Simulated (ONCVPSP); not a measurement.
**PBEsol ONCV dataset for gadolinium, scalar-relativistic all-electron reference.**

Gd, optimised norm-conserving Vanderbilt (ONCV), made with ONCVPSP 4.0.1 (PBEsol, scalar-relativistic). Core [Kr] 4d10 5s2, reference 4f7 5p6 5d1 (charge +2). Waves: s scattering state at 0.37 Ha: rc 2.75 bohr, ncon 4, nbas 8, qcut 1.8 1/bohr, 1 projector; 5p: rc 2.55 bohr, ncon 5, nbas 10, qcut 3.8 1/bohr, 1 projector; 5d: rc 2.15 bohr, ncon 4, nbas 7, qcut 4.2 1/bohr, 2 projectors, debl 2.1 Ha; 4f: rc 1.20 bohr, ncon 3, nbas 8, qcut 11.1 1/bohr, 1 projector. Local part: polynomial inside 0.95 bohr (lpopt 5, dvloc0 0 Ha). Core correction: Teter function, fcfact 6, rcfact 1.55.

In the s channel the program set the typed energies aside and used 0.050 Ha.

Poles of the logarithmic derivatives, all-electron (AE) and pseudo (PS). Narrow ghost or core levels that the grid stepped over were put in at their known energies. s: poles at -2.3, 1.0 (AE) and 0.8, 3.1 (PS) Ha. p: poles at -1.3, 2.3 (AE) and -2.5, -1.3, 2.3 (PS) Ha. d: poles at 0.6 (AE) and 0.6 (PS) Ha. f: poles at 0.1 (AE) and 0.2 (PS) Ha. Test radii: s 2.78, p 2.59, d 2.18, f 1.22 bohr.

- Cutoffs needed: 115 Ha and 306 Ha (the cutoffs (Ha) at which the residual kinetic energy of the hardest occupied pseudo-wave falls to 1 and 0.1 mHa per electron)
- Ghost test: ghosts flagged at negative energy: s at -440.6 eV, p at -66.8 eV (a further GHOST(-) flag falls on a real empty level of the atom); no localised positive-energy state flagged; a true bound ghost makes a file unfit for plane-wave use
- Configuration tests: 3 of 4 tests not solved or not reliable
- rms error of d²Exc/dni dnj: 10.32 mHa without and 2.23 mHa with the model core
